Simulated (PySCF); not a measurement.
Compound: C3H8B (charge -1).
Atom-mapped SMILES: `[BH3-:1]/[CH:2]=[CH:3]/[CH3:4]` (hydrogens: H5, H6, H7 on B1; H8 on C2; H9 on C3; H10, H11, H12 on C4)

Computed, not measured: PySCF 2.14.0, PBE0-D3(BJ)/def2-SVP geometry optimisation, gas phase.

Q: Give the optimised bond lengths and angles.

A: 
```
                  bond  length (Å)
                 B1–C2       1.608
                 C2=C3       1.345
                 C3–C4       1.502
   B1–H5, B1–H6, B1–H7       1.252
                 C2–H8       1.111
                 C3–H9       1.102
C4–H10, C4–H11, C4–H12       1.107
```

Bonds in one row agree within 0.01 Å and their mean is given. A selection of angles:
```
     angle  degrees
  C2–B1–H5    109.6
  C2–B1–H7    111.6
  H5–B1–H6    106.7
  H5–B1–H7    109.6
  B1–C2–C3    129.3
  B1–C2–H8    117.1
  C3–C2–H8    113.6
  C2–C3–C4    126.4
  C2–C3–H9    118.0
  C4–C3–H9    115.6
 C3–C4–H10    112.7
 C3–C4–H11    110.9
H10–C4–H11    107.2
H10–C4–H12    105.6
```

Torsions: B1–C2–C3–C4 180° (antiperiplanar).

C2 (alkene CH carbon) is planar (angles 129.3°, 117.1° and 113.6°, sum 360.0°, 0.00 Å off the plane of its three neighbours). B1 (four-coordinate boron) is tetrahedral (angles from 106.7° to 111.6°). The 4 heavy atoms lie in one plane (0.000 Å rms). Of the pairs four or more bonds apart, H8···H11 is among the closest relative to their van der Waals radii: 2.36 Å, 99 % of the sum of Bondi's values. C3 (alkene CH carbon) is planar (angles 126.4°, 118.0° and 115.6°, sum 360.0°, 0.00 Å off the plane of its three neighbours). The C–C distances run from 1.345 Å (C2=C3, drawn double) to 1.502 Å (C3–C4, drawn single), a spread of 0.157 Å.

Point group: Cs (tolerance 0.08 Å). Not checked by PBE0-D3(BJ)/def2-SVP frequencies. The geometry's basis has no diffuse functions, a weakness for an anion.
